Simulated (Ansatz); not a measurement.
Consider the formal loss of a carbene: `O[CH2][GaH][Br]` → `[CH2]` (triplet) + `[OH][GaH][Br]`.

Program: Ansatz. Geometries: PBE0-D4/def2-TZVP. ΔE: electronic, gas phase. CCSD(T)/CBS is the MP2 limit (def2-TZVPP, def2-QZVPP) plus CCSD(T) − MP2 in def2-TZVPP, frozen cores. This one scheme is used for every species. Functionals use def2-TZVPP. B3LYP here is the variant with VWN-RPA as its local correlation; programs differ in this. HSE06 is defined as in plane-wave codes. Triplets are unrestricted, without spin–orbit coupling. For Br, Ga outer-core shells are correlated without core-valence functions, which leaves a few kJ/mol of doubt a bond. Scalar relativity is left out up to krypton. Each species was taken in one conformer, which may not be the lowest.

`O[CH2][GaH][Br]`:

```xyz
8

O     1.193    0.121   -1.193
C     0.613   -0.252    0.043
Ga   -1.243    0.414    0.114
Br   -2.315   -0.126    2.086
H     2.097   -0.205   -1.223
H     1.154    0.165    0.904
H     0.585   -1.341    0.183
H    -2.084    1.224   -0.914
```

`[CH2]` (triplet):

Z-matrix (Å, degrees):
```
C
H 1 1.079
H 1 1.079 2 134.9
```

`[OH][GaH][Br]`:

Z-matrix (Å, degrees):
```
Ga
O 1 1.773
Br 1 2.291 2 115.4
H 1 1.543 2 121.9 3 180.0
H 2 0.960 1 113.6 3 -0.0
```

| level | ΔE (eV) | difference from CCSD(T)/CBS |
| --- | --- | --- |
| LDA (SPW92) | 3.85 | 0.81 |
| PBE-D4 | 3.17 | 0.13 |
| revPBE-D4 | 3.04 | 0.00 |
| r2SCAN-D4 | 2.78 | -0.26 |
| B97M-V | 3.00 | -0.04 |
| PBE0-D4 | 3.07 | 0.03 |
| r2SCANh-D4 | 2.77 | -0.27 |
| r2SCAN0-D4 | 2.75 | -0.29 |
| HSE06-D4 | 3.08 | 0.04 |
| BHLYP-D4 | 2.86 | -0.18 |
| ωB97X-V | 3.17 | 0.13 |
| ωB97M-V | 3.09 | 0.05 |
| B2PLYP | 2.91 | -0.13 |
| PBE-QIDH | 2.97 | -0.07 |
| PBE | 3.12 | 0.08 |
| revPBE | 2.87 | -0.17 |
| BLYP | 2.89 | -0.15 |
| r2SCAN | 2.76 | -0.28 |
| PBE0 | 3.02 | -0.02 |
| B3LYP | 2.92 | -0.12 |
| r2SCANh | 2.75 | -0.29 |
| r2SCAN0 | 2.73 | -0.31 |
| HSE06 | 3.03 | -0.01 |
| BHLYP | 2.79 | -0.25 |
| CAM-B3LYP | 2.98 | -0.06 |
| LC-ωPBE | 2.95 | -0.09 |
| RPA@PBE/def2-TZVPP | 2.89 | -0.15 |
| HF/def2-SVP | 1.64 | -1.40 |
| MP2/def2-SVP | 2.81 | -0.23 |
| CCSD/def2-SVP | 2.72 | -0.32 |
| CCSD(T)/def2-SVP | 2.79 | -0.25 |
| HF/def2-TZVPP | 1.51 | -1.53 |
| MP2/def2-TZVPP | 2.95 | -0.09 |
| SCS-MP2/def2-TZVPP | 2.98 | -0.06 |
| CCSD/def2-TZVPP | 2.79 | -0.25 |
| CCSD(T)/def2-TZVPP | 2.89 | -0.15 |
| HF/def2-QZVPP | 1.50 | -1.54 |
| SCS-MP2/def2-QZVPP | 3.07 | 0.03 |
| MP2/CBS(def2) | 3.09 | 0.05 |
| CCSD/CBS(def2) | 2.93 | -0.11 |
| CCSD(T)/CBS | 3.04 | 0 |

Largest T1 diagnostic among the species: 0.012.

From PBE to PBE0 (25 % exact exchange), in def2-TZVPP and without D4, ΔE moves by −0.09 eV. Leaving LDA and LC-ωPBE aside and taking each functional with its dispersion term where it has one, the values spread over 0.42 eV, from r2SCAN0-D4 to PBE-D4. LDA lies +0.73 eV from PBE without D4. In def2-TZVPP, CCSD(T) changes the Hartree–Fock value by +1.38 eV (the triples alone add +0.10 eV) and MP2 by +1.44 eV.

CCSD(T)/CBS has its own doubt, a few kJ/mol and more with outer-core shells, so smaller differences from it don't rank the levels.
